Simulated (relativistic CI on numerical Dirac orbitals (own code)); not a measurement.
## Lu¹¹⁺: computed level list

Method of calculation: Dirac-Coulomb-Breit CI, orbitals from a KLI potential per configuration, model QED, unscaled Slater integrals (own radial code, finite nucleus).

Configurations in the expansion (outside the closed core [Kr]): 4d¹⁰4f¹²5s², 4d¹⁰4f¹¹5s²5p, 4d¹⁰4f¹²5s5p, 4d¹⁰4f¹⁴, 4d¹⁰4f¹¹5s5p², 4d¹⁰4f¹³5s, 4d¹⁰4f¹³5p, 4d¹⁰4f¹²5s5d, 4d¹⁰4f¹¹5s²5d, 4d¹⁰4f¹⁰5s²5p6s, 4d¹⁰4f¹²5s5f, 4d¹⁰4f¹¹5s²6s, 4d¹⁰4f¹³5d, 4d¹⁰4f¹²5p5d, 4d¹⁰4f¹¹5s²6p, 4d¹⁰4f¹²5s5g, 4d¹⁰4f¹¹5s²5f, 4d¹⁰4f¹³6s, 4d⁹4f¹³5s², 4d¹⁰4f¹²5p6s, 4d¹⁰4f¹²5s6s, 4d¹⁰4f¹¹5s²6d, 4d¹⁰4f¹³5f, 4d¹⁰4f¹²5s6p, 4d¹⁰4f¹¹5s²7s, 4d¹⁰4f¹³5g, 4d¹⁰4f¹¹5s6s², 4d¹⁰4f¹¹5s²8s, 4d¹⁰4f¹²5s7s. Double excitations out of closed p, d and f shells are left out; levels of such configurations are missing from the list, as are those of other unlisted configurations, and high levels can miss mixing partners.

| No. | Configuration | Term | J | E (eV) | % | Next component (%) | Landé g |
| --- | --- | --- | --- | --- | --- | --- | --- |
| 1 | 4d¹⁰4f¹¹5s²5p | ⁵H | 7 | 0.0000 | 64 | 17 ³I | 1.235 |
| 2 | 4d¹⁰4f¹¹5s²5p | ³K | 8 | 0.7332 | 45 | 28 ⁵I | 1.163 |
| 3 | 4d¹⁰4f¹¹5s²5p | ⁵H | 6 | 1.5872 | 43 | 30 ⁵I | 1.120 |
| 4 | 4d¹⁰4f¹¹5s²5p | ⁵K | 7 | 1.8521 | 44 | 27 ³K | 1.075 |
| 5 | 4d¹⁰4f¹¹5s²5p | ⁵I | 5 | 2.3377 | 24 | 24 ³H | 0.977 |
| 6 | 4d¹⁰4f¹¹5s²5p | ⁵K | 6 | 2.5484 | 44 | 24 ³I | 0.986 |
| 7 | 4d¹⁰4f¹¹5s²5p | ³F | 4 | 2.7439 | 21 | 18 ³H | 1.087 |
| 8 | 4d¹⁰4f¹¹5s²5p | ⁵K | 5 | 2.9140 | 35 | 25 ³I | 0.892 |
| 9 | 4d¹⁰4f¹¹5s²5p | ³G | 5 | 3.5049 | 29 | 26 ⁵F | 1.144 |
| 10 | 4d¹⁰4f¹¹5s²5p | ³H | 4 | 3.5130 | 23 | 18 ⁵F | 1.055 |
| 11 | 4d¹⁰4f¹¹5s²5p | ⁵P | 1 | 3.8766 | 62 | 20 ³P | 2.023 |
| 12 | 4d¹⁰4f¹¹5s²5p | ³G | 5 | 4.0835 | 24 | 19 ⁵F | 1.163 |
| 13 | 4d¹⁰4f¹¹5s²5p | ⁵F | 3 | 4.2364 | 41 | 21 ⁵G | 1.191 |
| 14 | 4d¹⁰4f¹¹5s²5p | ³H | 6 | 4.2433 | 29 | 27 ³I | 1.072 |
| 15 | 4d¹⁰4f¹¹5s²5p | ⁵P | 2 | 4.2561 | 33 | 29 ³P | 1.374 |
| 16 | 4d¹⁰4f¹¹5s²5p | ⁵F | 2 | 4.5414 | 35 | 24 ⁵G | 0.929 |
| 17 | 4d¹⁰4f¹¹5s²5p | ³D | 1 | 4.6825 | 39 | 30 ⁵F | 0.740 |
| 18 | 4d¹⁰4f¹¹5s²5p | ⁵G | 4 | 4.7447 | 30 | 17 ³F | 1.089 |
| 19 | 4d¹⁰4f¹¹5s²5p | ⁵F | 5 | 5.0153 | 21 | 20 ³G | 1.090 |
| 20 | 4d¹⁰4f¹¹5s²5p | ⁵F | 4 | 5.2076 | 17 | 17 ³F | 1.155 |
| 21 | 4d¹⁰4f¹¹5s²5p | ⁵G | 2 | 5.2471 | 25 | 22 ³F | 0.970 |
| 22 | 4d¹⁰4f¹¹5s²5p | ⁵G | 3 | 5.2620 | 36 | 30 ³F | 1.076 |
| 23 | 4d¹⁰4f¹¹5s²5p | ³I | 7 | 5.6288 | 59 | 20 ³K | 1.097 |
| 24 | 4d¹⁰4f¹¹5s²5p | ³L | 8 | 5.7529 | 41 | 31 ¹L | 1.030 |
| 25 | 4d¹⁰4f¹¹5s²5p | ³F | 3 | 5.8225 | 29 | 29 ³G | 0.955 |
| 26 | 4d¹⁰4f¹¹5s²5p | ³I | 5 | 5.8957 | 18 | 18 ³G | 1.063 |
| 27 | 4d¹⁰4f¹¹5s²5p | ⁵H | 4 | 5.9174 | 31 | 14 ³H | 1.028 |
| 28 | 4d¹⁰4f¹¹5s²5p | ³H | 6 | 5.9627 | 37 | 22 ⁵G | 1.177 |
| 29 | 4d¹⁰4f¹¹5s²5p | ³H | 4 | 6.1543 | 35 | 19 ³G | 1.035 |
| 30 | 4d¹⁰4f¹¹5s²5p | ³G | 5 | 6.2827 | 29 | 23 ⁵H | 1.165 |
| 31 | 4d¹⁰4f¹¹5s²5p | ³D | 1 | 6.5088 | 54 | 15 ³P | 0.826 |
| 32 | 4d¹⁰4f¹¹5s²5p | ³L | 7 | 6.5630 | 70 | 16 ¹K | 0.919 |
| 33 | 4d¹⁰4f¹¹5s²5p | ⁵H | 3 | 6.6998 | 64 | 20 ³G | 0.631 |
| 34 | 4d¹⁰4f¹¹5s²5p | ³F | 2 | 6.7113 | 28 | 23 ³D | 0.922 |
| 35 | 4d¹⁰4f¹²5s² | ³H | 6 | 6.7945 | 87 | 5 4d¹⁰4f¹¹5s²5p ³H | 1.153 |
| 36 | 4d¹⁰4f¹¹5s²5p | ³D | 1 | 7.0324 | 36 | 27 ¹P | 0.850 |
| 37 | 4d¹⁰4f¹¹5s²5p | ³I | 6 | 7.1013 | 35 | 26 ³K | 0.995 |
| 38 | 4d¹⁰4f¹¹5s²5p | ³F | 3 | 7.1204 | 26 | 18 ³D | 1.075 |
| 39 | 4d¹⁰4f¹¹5s²5p | ³H | 4 | 7.2834 | 31 | 27 ⁵H | 0.926 |
| 40 | 4d¹⁰4f¹¹5s²5p | ³H | 5 | 7.4345 | 25 | 25 ³I | 1.016 |
| 41 | 4d¹⁰4f¹¹5s²5p | ³P | 2 | 7.4468 | 29 | 23 ⁵F | 1.225 |
| 42 | 4d¹⁰4f¹¹5s²5p | ³P | 0 | 7.4927 | 78 | 19 ¹S |  |
| 43 | 4d¹⁰4f¹¹5s²5p | ³F | 2 | 7.6110 | 28 | 28 ⁵G | 0.798 |
| 44 | 4d¹⁰4f¹¹5s²5p | ⁵P | 3 | 7.7137 | 55 | 19 ⁵D | 1.522 |
| 45 | 4d¹⁰4f¹²5s² | ³F | 4 | 7.8837 | 55 | 27 ¹G | 1.114 |
| 46 | 4d¹⁰4f¹¹5s²5p | ³F | 3 | 8.0726 | 35 | 16 ⁵G | 1.058 |
| 47 | 4d¹⁰4f¹²5s² | ³H | 5 | 8.1650 | 89 | 3 4d¹⁰4f¹¹5s²5p ¹H | 1.027 |
| 48 | 4d¹⁰4f¹¹5s²5p | ³P | 2 | 8.2502 | 33 | 20 ³D | 1.240 |
| 49 | 4d¹⁰4f¹¹5s²5p | ³F | 3 | 8.2779 | 30 | 20 ⁵F | 1.159 |
| 50 | 4d¹⁰4f¹¹5s²5p | ³K | 6 | 8.3458 | 54 | 20 ³I | 0.939 |
| 51 | 4d¹⁰4f¹¹5s²5p | ³F | 4 | 8.4259 | 21 | 16 ³H | 1.037 |
| 52 | 4d¹⁰4f¹¹5s²5p | ³M | 9 | 8.4419 | 45 | 36 ¹M | 1.025 |
| 53 | 4d¹⁰4f¹¹5s²5p | ³K | 8 | 8.4645 | 76 | 15 ³L | 1.096 |
| 54 | 4d¹⁰4f¹¹5s²5p | ³H | 5 | 8.5798 | 25 | 25 ³I | 1.012 |
| 55 | 4d¹⁰4f¹¹5s²5p | ³K | 7 | 8.7224 | 44 | 27 ¹K | 1.029 |
| 56 | 4d¹⁰4f¹¹5s²5p | ³D | 1 | 8.7705 | 28 | 28 ³P | 0.926 |
| 57 | 4d¹⁰4f¹¹5s²5p | ³F | 4 | 8.8739 | 34 | 20 ⁵F | 1.202 |
| 58 | 4d¹⁰4f¹¹5s²5p | ⁵F | 2 | 8.8789 | 37 | 27 ³F | 0.940 |
| 59 | 4d¹⁰4f¹²5s² | ³H | 4 | 9.0787 | 38 | 24 ³F | 1.061 |
| 60 | 4d¹⁰4f¹¹5s²5p | ⁵F | 1 | 9.0931 | 45 | 17 ³D | 0.637 |
| 61 | 4d¹⁰4f¹¹5s²5p | ³F | 2 | 9.1772 | 32 | 23 ³D | 1.009 |
| 62 | 4d¹⁰4f¹¹5s²5p | ³H | 6 | 9.1978 | 59 | 22 ³I | 1.104 |
| 63 | 4d¹⁰4f¹²5s² | ³F | 3 | 9.4283 | 92 | 2 4d¹⁰4f¹¹5s²5p ³F | 1.080 |
| 64 | 4d¹⁰4f¹¹5s²5p | ³M | 8 | 9.4592 | 77 | 12 ¹L | 0.916 |
| 65 | 4d¹⁰4f¹¹5s²5p | ³I | 5 | 9.5887 | 69 | 17 ¹H | 0.890 |
| 66 | 4d¹⁰4f¹²5s² | ³F | 2 | 9.6225 | 76 | 13 ¹D | 0.748 |
| 67 | 4d¹⁰4f¹¹5s²5p | ³P | 1 | 10.1826 | 27 | 23 ⁵F | 0.979 |
| 68 | 4d¹⁰4f¹¹5s²5p | ³H | 4 | 10.2180 | 36 | 29 ¹G | 0.945 |
| 69 | 4d¹⁰4f¹¹5s²5p | ³F | 3 | 10.2677 | 28 | 21 ³D | 1.119 |
| 70 | 4d¹⁰4f¹²5s² | ¹G | 4 | 10.3545 | 57 | 29 ³H | 0.970 |

Energies count from the lowest computed level.

The mean weight of the leading LS term, summed over parents, in these 70 levels is 42 %, and that of the leading jj configuration (from the same eigenvectors) 62 %, so jj coupling describes them better and the LS labels are nominal.

At this charge transitions that keep the count of f electrons are usually good to a few per cent. Terms inside the open d or f shell come out 10 to 20 % too wide with unscaled integrals. Levels and lines within the n = 5 or 6 shells can be off by up to 10 % or somewhat more, and those that change n by about 2 %, since core polarisation is missing. Levels that differ in their count of f electrons can be misplaced by several ten thousand cm⁻¹, since the correlation energy of f electrons is missing or only estimated; rates across such gaps can be off by orders of magnitude. The computed lowest level isn't the tabulated ground level, which NIST ASD gives as 4f12 5s2 3H6; for such ions that label comes from theory and may be the wrong one.

LS names give the leading component of a level, which can be under half, so a name can repeat, a term be missing and a line seem to break the LS rules.
